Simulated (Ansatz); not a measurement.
Input (CCSDT(Q)/cc-pVDZ; Ansatz, a program for electronic structure):

Ansatz 0.2 input:
```yaml
crystal:
  periodic: [false, false, false]
  atoms:
    - {symbol: F, position_ang: [1.10615175, 0.08848760, -0.03682184]}
    - {symbol: C, position_ang: [-0.22297201, 0.34700849, -0.18411167]}
    - {symbol: C, position_ang: [-1.15052062, -0.46189390, 0.23246380]}
    - {symbol: H, position_ang: [-0.39137884, 1.29352609, -0.68247443]}
    - {symbol: H, position_ang: [-1.32303111, -1.40060202, 0.72375826]}
basis:
  gaussian:
    orbitals: cc-pVDZ
magnetization: {spin_polarized: true, initial_magnetization: 1}
correlation: {method: ccsdt_q, electrons: outside_noble_gas}
```

Output:

```
Functional definition: HF
integrals: 0.04 GiB planned
942 factors; integrals over basis functions are off by at most 1.7e-7 eV
mean field: 0.13 GiB planned
mean field evaluation 1: about -4794.2222 eV, gradient 1.5e1 eV
mean field evaluation 2: about -4794.2252 eV, gradient 1.5e1 eV
mean field evaluation 4: about -4795.7226 eV, gradient 2.7e0 eV
mean field evaluation 8: about -4795.8456 eV, gradient 5.6e-1 eV
mean field evaluation 16: about -4794.2228 eV, gradient 1.5e1 eV
mean field evaluation 32: about -4793.5267 eV, gradient 1.5e-1 eV
mean field evaluation 64: about -4793.5120 eV, gradient 7.0e-1 eV
mean field -4795.89940653 eV, -176.2460524124 hartree, gradient 2.7e-6 eV, S^2 0.927152; 1 other end points of the search recorded, 0 dependent functions left out
determinant -4795.89940653 eV, -176.2460524124 hartree, with singles and doubles -4807.92879691 eV, -176.6881243554 hartree
determinant -4793.52717638 eV, -176.1588745626 hartree, with singles and doubles -4805.47206225 eV, -176.5978410217 hartree
3 core orbitals not correlated
reference -4795.89940653 eV, -176.2460524124 hartree; 9, 8 occupied and 40, 41 virtual orbitals, 942 factors
second order -11.10202171 eV of doubles, -0.00000000 eV of singles
coupled cluster: 1.38 GiB planned
cycle   1  -11.48189733 eV  change   -3.8e-1 eV  update   9.9e-2
cycle   2  -11.97393255 eV  change   -4.9e-1 eV  update   5.3e-2
cycle   3  -12.37685808 eV  change   -4.0e-1 eV  update   3.8e-2
cycle   4  -12.39288041 eV  change   -1.6e-2 eV  update   2.1e-2
cycle   5  -12.37398562 eV  change    1.9e-2 eV  update   1.4e-2
cycle   6  -12.39390259 eV  change   -2.0e-2 eV  update   6.3e-3
cycle   7  -12.40041723 eV  change   -6.5e-3 eV  update   3.8e-3
cycle   8  -12.39958064 eV  change    8.4e-4 eV  update   2.3e-3
cycle   9  -12.39995578 eV  change   -3.8e-4 eV  update   1.5e-3
cycle  10  -12.40272682 eV  change   -2.8e-3 eV  update   9.0e-4
cycle  11  -12.40155404 eV  change    1.2e-3 eV  update   4.9e-4
cycle  12  -12.40211629 eV  change   -5.6e-4 eV  update   2.0e-4
cycle  13  -12.40246512 eV  change   -3.5e-4 eV  update   8.9e-5
cycle  14  -12.40251247 eV  change   -4.7e-5 eV  update   4.2e-5
cycle  15  -12.40254306 eV  change   -3.1e-5 eV  update   1.8e-5
cycle  16  -12.40257441 eV  change   -3.1e-5 eV  update   1.1e-5
cycle  17  -12.40257413 eV  change    2.8e-7 eV  update   5.1e-6
cycle  18  -12.40257651 eV  change   -2.4e-6 eV  update   3.2e-6
cycle  19  -12.40258016 eV  change   -3.7e-6 eV  update   1.8e-6
cycle  20  -12.40258129 eV  change   -1.1e-6 eV  update   9.8e-7
coupled cluster: 1.38 GiB planned
perturbative correction -0.02972118 eV, -0.0010922331 hartree
Total energy: -4808.33170899 eV, -176.7029311011 hartree
```

The determinant is spin-contaminated: <S^2> is 0.93, 0.18 over the pure value.
